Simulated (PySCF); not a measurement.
BrH3SeSi, SMILES Br[Se][SiH3]. The structure is a stationary point at PBE-D3(BJ)/def2-SVP. This is a generated structure with no PubChem entry under its InChIKey; it may be hypothetical.

Method: PBE-D3(BJ)/def2-SVP in PySCF.

Harmonic wavenumbers (cm⁻¹): 95, 148, 283, 372, 556, 562, 853, 877, 914, 2158, 2182, 2188. Rotational constants (GHz): 4.790, 1.578, 1.204; symmetry number 1.

Q: Work out the zero-point energy and the ideal-gas rigid-rotor harmonic-oscillator thermochemistry at 298.15 K and 1 atm.

A: ZPE = ½ Σ hcν = ½ × 11188 cm⁻¹ = 15.99 kcal/mol. H − E(el) = 20.07 kcal/mol. Entropy in cal/(mol K): translation 41.63, rotation 27.96, vibration 10.36, total 79.95. G − E(el) = -3.77 kcal/mol. Cp = 18.88 cal/(mol K). Modes under 150 cm⁻¹ make the vibrational entropy uncertain.
